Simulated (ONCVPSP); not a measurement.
# What the settings do to the ONCV potential of Mn (Z = 25)

Base potential:

```json
{
 "Element": "Mn",
 "Generator": "ONCVPSP 4.0.1",
 "Type": "optimised norm-conserving Vanderbilt (ONCV)",
 "Functional": "PBEsol",
 "Relativity": "scalar-relativistic",
 "Frozen core": "[Ne]",
 "Valence charge": "15",
 "Reference configuration": "3s2 3p6 3d5 4s2",
 "Partial waves": "3s+4s: rc 1.35 bohr, ncon 4, nbas 8, qcut 7.4 1/bohr, 2 projectors; 3p: rc 0.90 bohr, ncon 4, nbas 8, qcut 8.5 1/bohr, 2 projectors, debl 0.9 Ha; 3d: rc 1.75 bohr, ncon 4, nbas 9, qcut 9.9 1/bohr, 2 projectors, debl 2.4 Ha",
 "Local potential": "polynomial inside 0.70 bohr (lpopt 5, dvloc0 -1 Ha)",
 "Core correction": "Teter function, fcfact 4, rcfact 1.8"
}
```

In the p channel the program set the typed energies aside and used -2.002, 0.250 Ha.

Cutoffs, loose and tight: the cutoffs (Ha) at which the residual kinetic energy of the hardest occupied pseudo-wave falls to 1 and 0.1 mHa per electron. They do not see the model core or the augmentation charge, which bear on the density cutoff. Test errors are all-electron minus pseudo excitation energies from the reference, over the configurations 3s2 3p6 3d5 4s1; 3s2 3p6 3d5 4s0; 3s2 3p6 3d4 4s0; 3s2 3p6 3d5 4s0 4p1. A dash means not determined; rows that change the core or the reference have their own tests.

| change | outcome | cutoff, loose | cutoff, tight | bound ghosts | GHOST(+) flags above zero | largest test error (meV) |
| --- | --- | --- | --- | --- | --- | --- |
| base | generated, projector energies reset by the program | 35 Ha | 218 Ha | none | s | +37 |
| all radii but the core radius scaled by about 0.79 (s 1.06, p 0.72, d 1.38 bohr); local potential polynomial inside 0.56 bohr (lpopt 5, dvloc0 -1 Ha) | generated, projector energies reset by the program | 93 Ha | 304 Ha | none | s | +12 |
| all radii but the core radius scaled by about 0.87 (s 1.18, p 0.78, d 1.52 bohr); local potential polynomial inside 0.60 bohr (lpopt 5, dvloc0 -1 Ha) | generated, projector energies reset by the program | 98 Ha | 303 Ha | none | s | +19 |
| all radii but the core radius scaled by about 0.93 (s 1.26, p 0.84, d 1.64 bohr); local potential polynomial inside 0.66 bohr (lpopt 5, dvloc0 -1 Ha) | generated, projector energies reset by the program | 80 Ha | 265 Ha | none | s | +27 |
| all radii but the core radius scaled by about 1.03 (s 1.40, p 0.94, d 1.80 bohr); local potential polynomial inside 0.72 bohr (lpopt 5, dvloc0 -1 Ha) | generated, projector energies reset by the program | 34 Ha | 185 Ha | none | s | +41 |
| all radii but the core radius scaled by about 1.10 (s 1.48, p 1.00, d 1.92 bohr); local potential polynomial inside 0.78 bohr (lpopt 5, dvloc0 -1 Ha) | generated, projector energies reset by the program | 32 Ha | 69 Ha | none | none | +53 |
| all radii but the core radius scaled by about 1.20 (s 1.62, p 1.08, d 2.10 bohr); local potential polynomial inside 0.84 bohr (lpopt 5, dvloc0 -1 Ha) | generated, projector energies reset by the program | 30 Ha | 34 Ha | none | none | +74 |
| all radii but the core radius scaled by about 1.23 (s 1.66, p 1.10, d 2.16 bohr); local potential polynomial inside 0.86 bohr (lpopt 5, dvloc0 -1 Ha) | generated, projector energies reset by the program | 29 Ha | 34 Ha | none | none | +84 |
| all radii but the core radius scaled by about 1.31 (s 1.78, p 1.18, d 2.30 bohr); local potential polynomial inside 0.92 bohr (lpopt 5, dvloc0 -1 Ha) | generated, projector energies reset by the program | 29 Ha | 34 Ha | none | none | +109 |

Reading the sweep of the scale of all radii but the core radius (base = 1) (base included, trends over the rows without a ghost): The loose cutoff falls from 93 Ha at 0.79 to 29 Ha at 1.31, with one reversal. A larger radius leaves more room for a smooth pseudo-wave, so fewer plane waves are needed; a smaller one forces it to follow the all-electron wave where it bends sharply. The median size of the test errors (rows with all tests solved) is not monotonic: lowest 1.2 meV at 0.79, highest 3.6 meV at 1.23.
